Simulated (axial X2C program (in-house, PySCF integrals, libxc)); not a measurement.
# Correcting the dissociation energy of MoSi⁺ for spin–orbit coupling

A spin-free PBE0 curve (one-electron X2C) was computed with an axial X2C code built on PySCF integrals, basis Mo dyall-cv3z [11s12p9d5f3g], Si dyall-v3z [8s7p2d1f] (cores contracted in-house), for the state M_S = 5/2, Λ = 0 (beyond evenly filled blocks: σα, π+α, π-α, δ+α, δ-α). It gives D0 = 2.070 eV to Mo+ + Si, which in a spin-free picture are the weighted means of the ground terms.

Measured levels of the ground terms (NIST Handbook of Basic Atomic Spectroscopic Data), in cm⁻¹: Mo+ 6S: J = 5/2 at 0; Si 3P: J = 0 at 0, J = 1 at 77.1, J = 2 at 223.2.

The molecular state has Λ = 0, so it has no first-order lowering.

**Question.** How far does each ground level lie under the (2J+1)-weighted mean of its term?

**Answer.** Mo+: a single level, 0; Si: (1 × 0 + 3 × 77.1 + 5 × 223.2)/9 = 150 cm⁻¹.

**Question.** Correct D0.

**Answer.** D0 = 2.070 + (0 − 150)/8065.5 = 2.051 eV at PBE0 with these spin–orbit terms.

Second-order spin–orbit effects in the molecule, which grow quickly with Z, are left out. Occupations by symmetry block were frozen at the best pattern of an incomplete PBE0 search. Dissociation energies refer to the lowest single-determinant-based atoms at the same level and basis. Other states lie close and PBE0, whose exact exchange favours high spin, may order them wrongly; the determinant shown need not be the ground state. The nearest other spin-free determinant of the search, M_S = 3/2, Λ = 1, lies 0.30 eV up at the distance of the search.
